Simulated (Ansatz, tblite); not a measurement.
Cost and result up the ladder for the cluster InTe₃ (4 atoms). Charge 0, multiplicity 2. Geometry: PBE-D4/def2-SVP.

```xyz
4

In   -1.316   -1.448    0.073
Te   -1.455    1.628   -0.166
Te    1.694   -1.255   -0.592
Te    1.077    1.075    0.686
```

Ansatz on 4 threads of Arm Neoverse V1 on a shared host; xTB runs through tblite on one thread. Times are rough, summed over both states, and most runs start from the orbitals of an earlier one. PBE0-D4/def2-TZVP serves as the yardstick here, not as an exact answer. Differences are given only for rows in sets of like size (and for xTB, whose basis is part of the method), since another set adds its own error. The other state is a quartet at its own geometry, which has other bonds, so the gap mixes isomer and spin.

In the def2 sets In, Te take a core potential, while STO-3G treats all electrons; there is no spin–orbit coupling. The xTB rows come from tblite. B3LYP takes the VWN-RPA correlation. Correlated methods freeze 16 core orbitals; core or outer-core shells of In, Te are correlated, in sets that lack core-valence functions. The rows differ in basis, and correlated rows in double-zeta sets carry the largest basis error. In CCSD on the charge 0 quartet the largest single amplitude is 0.19, so its Hartree–Fock determinant may place the open shell otherwise than the density functionals do. The structure comes from a short search, and lower isomers may exist.

Correlated methods converge slowly with the basis, most of all in double-zeta sets (MP2 moves by 0.40 eV from def2-SVP to def2-TZVP here).

xTB has no spin-polarisation term.

```json
{"level": "GFN1-xTB", "functions": "36", "wall time": "0.009 s"}
{"level": "GFN2-xTB", "functions": "36", "wall time": "0.019 s"}
{"level": "HF/STO-3G", "functions": "108", "wall time": "10 s"}
{"level": "PBE-D4/def2-TZVP", "functions": "200", "wall time": "10 s"}
{"level": "B3LYP-D4/def2-TZVP", "functions": "200", "wall time": "24 s"}
{"level": "PBE0-D4/def2-TZVP (with forces)", "functions": "200", "wall time": "26 s"}
{"level": "r2SCAN-D4/def2-TZVP", "functions": "200", "wall time": "27 s"}
{"level": "MP2/def2-TZVP", "functions": "200", "wall time": "35 s"}
{"level": "B97M-V/def2-TZVP", "functions": "200", "wall time": "43 s"}
{"level": "CCSD(T)/def2-SVP", "functions": "104", "wall time": "2 min"}
```

**Question.** Estimate what each level gives for the quartet − doublet (eV).

**Answer.** 
```json
{"level": "GFN1-xTB", "quartet − doublet (eV)": "2.34", "difference from PBE0-D4/def2-TZVP (eV)": "1.11"}
{"level": "GFN2-xTB", "quartet − doublet (eV)": "2.11", "difference from PBE0-D4/def2-TZVP (eV)": "0.89"}
{"level": "HF/STO-3G", "quartet − doublet (eV)": "0.48", "difference from PBE0-D4/def2-TZVP (eV)": "–"}
{"level": "PBE-D4/def2-TZVP", "quartet − doublet (eV)": "1.27", "difference from PBE0-D4/def2-TZVP (eV)": "0.04"}
{"level": "B3LYP-D4/def2-TZVP", "quartet − doublet (eV)": "1.24", "difference from PBE0-D4/def2-TZVP (eV)": "0.02"}
{"level": "PBE0-D4/def2-TZVP (with forces)", "quartet − doublet (eV)": "1.22", "difference from PBE0-D4/def2-TZVP (eV)": "0.00"}
{"level": "r2SCAN-D4/def2-TZVP", "quartet − doublet (eV)": "1.13", "difference from PBE0-D4/def2-TZVP (eV)": "-0.09"}
{"level": "MP2/def2-TZVP", "quartet − doublet (eV)": "1.69", "difference from PBE0-D4/def2-TZVP (eV)": "0.46"}
{"level": "B97M-V/def2-TZVP", "quartet − doublet (eV)": "1.18", "difference from PBE0-D4/def2-TZVP (eV)": "-0.04"}
{"level": "CCSD(T)/def2-SVP", "quartet − doublet (eV)": "1.04", "difference from PBE0-D4/def2-TZVP (eV)": "–"}
```
